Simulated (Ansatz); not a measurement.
Relaxation of CH6ClGaN2 (11 atoms, charge 0, multiplicity 1), to a largest force component of 0.015 eV/Å in at most 40 steps.

All numbers below come from RKS revPBE/def2-SVP in Ansatz.

```xyz
11
Properties=species:S:1:pos:R:3:forces:R:3
N -0.614 0.600 1.167 -1.87 3.05 -0.37
C 0.286 -0.464 1.113 1.74 0.10 0.53
N 0.826 -0.594 -0.236 2.03 0.55 -1.43
Ga -0.156 -0.926 -1.810 306.87 -67.68 75.31
Cl -0.518 1.579 -2.531 0.47 -1.37 0.29
H -0.161 1.540 0.889 -0.66 -1.58 0.49
H -1.371 0.476 0.435 0.76 0.23 0.92
H -0.193 -1.387 1.375 -0.68 -1.14 0.47
H 1.103 -0.271 1.899 -0.52 -0.39 -0.85
H 1.529 0.197 -0.349 -0.81 -0.93 -0.22
H -0.664 -0.808 -1.932 -307.33 69.16 -75.15
```

Task: Where does it end, and by what steps?

Result: The run converged. The force dipped under the threshold on the way, but the program's further checks kept it going. After 23 steps the energy has fallen by 62.602 eV; Cl5 moved furthest, 1.88 Å. The start is strongly strained (largest force component 307 eV/Å).

```
step  energy less start (eV)  largest force component (eV/Å)  accepted
   0                  0.0000                         307.325       yes
   1                -51.0860                          42.722       yes
   2                -56.1533                          24.591       yes
   3                -59.8665                           9.148       yes
   4                -61.5009                           1.946       yes
   5                -61.9614                           1.803       yes
   6                -62.0627                           1.653       yes
   7                -62.2831                           0.514       yes
   8                -62.3624                           0.579       yes
   9                -62.4287                           0.345       yes
  10                -62.4811                           0.215       yes
  11                -62.5269                           0.166       yes
  12                -62.5615                           0.461       yes
  13                -62.5460                           0.889        no
  14                -62.5795                           0.232       yes
  15                -62.5898                           0.085       yes
  16                -62.5908                           0.252       yes
  17                -62.5959                           0.134       yes
  18                -62.5989                           0.112       yes
  19                -62.6012                           0.039       yes
  20                -62.5998                           0.125        no
  21                -62.6014                           0.007       yes
  22                -62.6016                           0.014       yes
  23                -62.6016                           0.008       yes
```

```xyz
11
Properties=species:S:1:pos:R:3
N -0.594 0.478 1.848
C 0.198 -0.380 0.976
N 0.532 0.134 -0.360
Ga -0.093 -0.437 -1.987
Cl 0.682 0.705 -3.681
H -0.086 1.351 2.048
H -1.459 0.762 1.367
H -0.353 -1.336 0.841
H 1.134 -0.632 1.525
H 1.194 0.918 -0.351
H -1.092 -1.619 -2.205
```

Whether the end is a true minimum wasn't checked by a vibrational analysis.

The run took 60 s on 2 threads of Arm Neoverse V2 (shared host), peak memory 0.18 GiB.
